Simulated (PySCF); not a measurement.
Correlation energy of Zr (zirconium, neutral)

[Kr] 4d3 5s1, high-spin 5F determinant (an excited configuration). Calculation: PySCF 2.14, in def2-TZVPPD with the def2 core potential (28 electrons) (6s4p3d2f1g, 56 functions); a scalar-relativistic core potential. Frozen: nothing; 12 electrons correlated.

```
  level  correlation energy (mhartree)
   CCSD                        -252.41
    (T)                          -6.87
CCSD(T)                        -259.28
```

Diagnostics: T1 = 0.013, D1 = 0.0525, largest double amplitude 0.029.

Cost of the coupled-cluster step: of the order of 14 core-seconds, for 12 correlated electrons.

Iterations:

```
CC2 = 0
CCSD nocc = (np.int64(8), np.int64(4)), nmo = (56, 56)
frozen orbitals [[], []]
max_cycle = 100
direct = 0
conv_tol = 1e-08
conv_tol_normt = 1e-06
diis_space = 8
diis_start_cycle = 0
Init t2, MP2 energy = -0.24080063811996
Init E_corr(UCCSD) = -0.240800638119977
cycle = 1  E_corr(UCCSD) = -0.24769324166158  dE = -0.00689260354  norm(t1,t2) = 0.0488598
cycle = 2  E_corr(UCCSD) = -0.251264963357943  dE = -0.0035717217  norm(t1,t2) = 0.0165654
cycle = 3  E_corr(UCCSD) = -0.252506340386698  dE = -0.00124137703  norm(t1,t2) = 0.00860044
cycle = 4  E_corr(UCCSD) = -0.252479084226179  dE = 2.72561605e-05  norm(t1,t2) = 0.00181323
cycle = 5  E_corr(UCCSD) = -0.252397234890967  dE = 8.18493352e-05  norm(t1,t2) = 0.000699269
cycle = 6  E_corr(UCCSD) = -0.252410486084396  dE = -1.32511934e-05  norm(t1,t2) = 0.00019273
cycle = 7  E_corr(UCCSD) = -0.252413560661351  dE = -3.07457695e-06  norm(t1,t2) = 4.76137e-05
cycle = 8  E_corr(UCCSD) = -0.252412859164815  dE = 7.01496536e-07  norm(t1,t2) = 1.00135e-05
cycle = 9  E_corr(UCCSD) = -0.25241293516566  dE = -7.60008452e-08  norm(t1,t2) = 2.33664e-06
cycle = 10  E_corr(UCCSD) = -0.252412930308124  dE = 4.85753615e-09  norm(t1,t2) = 5.8775e-07
UCCSD converged
E(UCCSD) = -46.69678543878112  E_corr = -0.2524129303081242
UCCSD(T) correction = -0.0068721588103344
```

The basis has no tight functions for the innermost shells, so their pair energies are far from complete.

This basis was not built for core-valence correlation, so the inner-shell part is incomplete.
